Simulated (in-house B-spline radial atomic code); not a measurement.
## RPA and G0W0 on PBE: Cd36+

Configuration [Ne] 3s2, mean-field start PBE. Computed with a B-spline radial code for spherical atoms: all electrons, non-relativistic, point nucleus, each spin shell either full or empty, empty states to l = 9 with an (l + 1/2)⁻⁴ tail; G0W0 by contour deformation at full frequency.

Without relativity these are model numbers: it shifts the levels of so heavy an element strongly and can reorder them.

Command:
```bash
python run_gw.py task.json out
```
Settings (radii: box in bohr, nucleus in fm):
```
Z                        48
electrons                12
configuration            [Ne] 3s2
hamiltonian              nr
method                   pbe,pbe
lmax                     9
spin_polarised           False
box_radius               2.67
intervals                46
ion_configuration        [Ne] 3s1
```

Cost of the run: 1.4 s on 1 thread of Arm Neoverse V2, on a shared host.

Energies (hartree):

```json
{"term": "mean-field total", "value": "-4378.23567"}
{"term": "Hartree-Fock functional on these orbitals", "value": "-4378.22055"}
{"term": "direct second order", "value": "-1.1567"}
{"term": "second-order exchange", "value": "0.45702"}
{"term": "SOSEX correction", "value": "0.39587"}
```

(1) What is the RPA correlation energy, and what remains with SOSEX?

Quasi-particle levels (eV):

| level | occupied | mean field | Σx - vxc | Σc | QP weight | G0W0 |
| --- | --- | --- | --- | --- | --- | --- |
| 3s | yes | -2325.99 | -25.95 | ? | ? | ? |
| 2p | yes | -5527.71 | -101.17 | 4.63 | 0.991 | -5624.24 |
| 2s | yes | -5751.45 | -126.26 | 0.70 | 0.976 | -5877.01 |
| 1s | yes | -27795.51 | -342.95 | 26.70 | 0.990 | -28111.77 |
| 3p | no | -2247.75 | 37.08 | -4.08 | 0.970 | -2214.76 |

G0W0 = mean field + (Σx - vxc) + Σc, with Σc (partial-wave tail included) taken at the quasi-particle energy.

(2) Where does G0W0 put 3s?

(3) What does it cost to remove one electron (to [Ne] 3s1) by differences of total energies, each species on its own start (correlation terms add to the Hartree-Fock functional)?

Results:

(1) RPA gives -1.0184 hartree (-2.31 eV per electron); RPA + SOSEX gives -0.62252, and the second-order doubles -0.69972 hartree (no singles). RPA lacks exchange-type terms and so overcorrelates at short range.

(2) At -2359.00 eV, with Σc = -7.07 eV and a quasi-particle weight of 0.974. The tabulated removal energy is 2427 ± 3 eV (NIST, semi-empirical); the calculation leaves out relativity, Breit and QED terms, and what these don't explain is the method's own error.

(3) PBE 2357.28 eV, Hartree-Fock functional 2351.69 eV, + RPA 2358.58 eV, + RPA + SOSEX 2356.64 eV, + second order 2358.35 eV. Tabulated: 2427 ± 3 eV (NIST, semi-empirical); the calculation leaves out relativity, Breit and QED terms, and what these don't explain is the method's own error.
